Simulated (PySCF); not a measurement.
# SnH₃: breathing scan

Method: UPBE0 in PySCF with Sn def2-TZVP with ECP28, H def2-TZVP; scalar-relativistic core potentials, no spin–orbit coupling; density-fitted integrals.

Rigid scan from the doublet minimum (Sn–H 1.715 Å (×3); H–Sn–H 109.7° (×3)). Coordinate: all bonds to the central atom scaled together. Energies in kJ/mol from the minimum.

(1) Predict the curve at 0.88, 0.92, 0.96, 1.00, 1.04, 1.08, 1.14, 1.22, 1.35.

## Answers

(1) 
| scale of all bonds to the centre | E (kJ/mol) | dipole size (D) | ⟨S²⟩ |
| --- | --- | --- | --- |
| 0.88 | 108.6 | 0.03 | 0.75 |
| 0.92 | 43.3 | 0.11 | 0.75 |
| 0.96 | 9.8 | 0.20 | 0.75 |
| 1.00 | 0.0 | 0.29 | 0.75 |
| 1.04 | 8.0 | 0.40 | 0.75 |
| 1.08 | 28.9 | 0.51 | 0.75 |
| 1.14 | 76.8 | 0.69 | 0.75 |
| 1.22 | 157.4 | 0.97 | 0.76 |
| 1.35 | 298.3 | 1.45 | 0.79 |

With an element this heavy the missing spin–orbit coupling can shift these numbers.

Other isomers or separated fragments may lie lower.

The scan took 8.9 s on 2 threads of a shared AMD EPYC 9R14 (Zen 4) host; the process peaked at 0.8 GiB.
